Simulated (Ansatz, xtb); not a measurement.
# C3H10O2Si: 3 structures ranked

3 gas-phase structures of C3H10O2Si, from a drawn sample of its isomers (lower ones may exist). Each was relaxed with GFN2-xTB; where two conformers were screened, the lower at r2SCAN-D4/def2-SVP//GFN2-xTB is listed:

A. `CO[Si](C)(C)O`, a singlet
B. `COC[Si@@H](C)O`, a singlet
C. `CO[Si@@H](C)CO`, a singlet

Problem. Estimate their order in r2SCAN-D4/def2-SVP//GFN2-xTB energy at these geometries, lowest first.

Solution. Calculated order at r2SCAN-D4/def2-SVP//GFN2-xTB: A (0.0), B (46.3), C (50.6) kcal/mol.

Energies above the lowest of each column, in kcal/mol; the last columns are at r2SCAN-D4/def2-SVP geometries:

```csv
structure,GFN2-xTB,HF/STO-3G,r2SCAN-D4/def2-SVP//GFN2-xTB,r2SCAN-D4/def2-SVP,CCSD(T)/def2-SVP + ΔMP2/def2-TZVPP
A,0.0,0.0,0.0,0.0,0.0
B,30.5,25.6,46.3,46.5,49.8
C,34.9,30.0,50.6,50.4,54.8
```

Every level run on A puts it lowest or level with the lowest. Flexible structures stand in one conformer each, not always the lowest. The ΔMP2 step shifts differences by up to 4.9 kcal/mol, which makes them less sure. ΔMP2 is the change of the MP2 energy from the smaller to the larger basis.

Programs: Ansatz 0.2.0, xtb 6.7.1.
